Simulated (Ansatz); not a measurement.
`[CH3][SnH]([NH2])[F]` and `[CH3][SnH]([NH2])[OH]` differ in one atom or group.

Ansatz, PBE0-D4/def2-TZVP geometries, multiplicity 1. Each molecule was computed in one conformer, which needn't be the lowest.

Elements past krypton have def2 core potentials.

```
                             property  `[CH3][SnH]([NH2])[F]`
HOMO energy (ωB97M-V/def2-TZVPP) / eV                   -9.84
    HOMO energy (PBE/def2-TZVPP) / eV                   -6.01
  HOMO–LUMO gap (PBE/def2-TZVPP) / eV                    5.05
LUMO energy (ωB97M-V/def2-TZVPP) / eV                    1.52
  LUMO energy (B3LYP/def2-TZVPP) / eV                   -0.40
   HOMO energy (PBE0/def2-TZVPP) / eV                   -7.45
```

Q: What does the change do to each property? (An estimate is asked.)

A: Ansatz gave: 
| property | `[CH3][SnH]([NH2])[OH]` | shift |
| --- | --- | --- |
| HOMO energy (ωB97M-V/def2-TZVPP) / eV | -9.62 | 0.22 |
| HOMO energy (PBE/def2-TZVPP) / eV | -5.84 | 0.17 |
| HOMO–LUMO gap (PBE/def2-TZVPP) / eV | 5.07 | 0.02 |
| LUMO energy (ωB97M-V/def2-TZVPP) / eV | 1.64 | 0.12 |
| LUMO energy (B3LYP/def2-TZVPP) / eV | -0.22 | 0.18 |
| HOMO energy (PBE0/def2-TZVPP) / eV | -7.26 | 0.19 |

B3LYP here is the variant with VWN-RPA as its local correlation; programs differ in this.
